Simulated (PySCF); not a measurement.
# Radial density of N (nitrogen, neutral)

r2SCANh, [He] 2s1 2p4, high-spin 4P determinant (an excited configuration). Calculation: PySCF 2.14, in aug-cc-pwCVDZ (5s4p2d, 27 functions); no relativity, point nucleus.

```csv
r (bohr),4πr²ρ (e/bohr),4πr²(ρα − ρβ)
0.00476,0.05349,0.0014
0.00801,0.1453,0.0037
0.0135,0.3795,0.0097
0.0227,0.9463,0.0242
0.0381,2.158,0.0549
0.0641,4.269,0.1070
0.108,6.640,0.1614
0.181,7.032,0.1835
0.305,4.298,0.3224
0.513,2.414,1.1005
0.863,3.251,2.2048
1.45,2.581,1.6384
2.44,0.7005,0.3167
4.11,0.06039,0.0004
6.91,0.002238,-0.0016
```
